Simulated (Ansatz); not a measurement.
Reactions of C3H6AlF, SMILES `C=C[CH2][AlH][F]`.

Isolated molecules relaxed with PBE0-D4/def2-TZVP in Ansatz; ΔE leaves out vibrations. CCSD(T)/CBS is the MP2 limit (def2-TZVPP, def2-QZVPP) plus CCSD(T) − MP2 in def2-TZVPP, frozen cores. This one scheme is used for every species. Functionals use def2-TZVPP. Triplets are unrestricted, without spin–orbit coupling. Elements past krypton have def2 core potentials. For In outer-core shells are correlated without core-valence functions, which leaves a few kJ/mol of doubt a bond. One conformer a species, not always the lowest.

| reaction | CCSD(T)/CBS(def2) (kJ/mol) |
| --- | --- |
| `C=C[CH2][AlH][F]` + `OB(O)O` → `C=CCOB(O)O` + `[F][AlH2]` | ? |
| `C=C[CH2][AlH][F]` + CH₃SH → `C[S][AlH][F]` + propene | -106 |
| `C=C[CH2][AlH][F]` + `CC[SiH3]` → `C[CH]([SiH3])[AlH][F]` + propene | 1 |
| `C=C[CH2][AlH][F]` → `C=[CH][AlH][F]` + `[CH2]` (triplet) | 440 |
| `C=C[CH2][AlH][F]` + HCl → `C=C[CH2][AlH][Cl]` + H–F | ? |
| `C=C[CH2][AlH][F]` + `O=[CH][InH2]` → `O=[CH][AlH][F]` + `C=C[CH2][InH2]` | 2 |

(1) Fill in the missing values. (An estimate is asked.)

Largest T1 diagnostic: 0.017, for `O=[CH][InH2]`.

## Answers

(1) Ansatz gave: `C=C[CH2][AlH][F]` + `OB(O)O` → `C=CCOB(O)O` + `[F][AlH2]`: +97.2 kJ/mol; `C=C[CH2][AlH][F]` + HCl → `C=C[CH2][AlH][Cl]` + H–F: +19.7 kJ/mol.
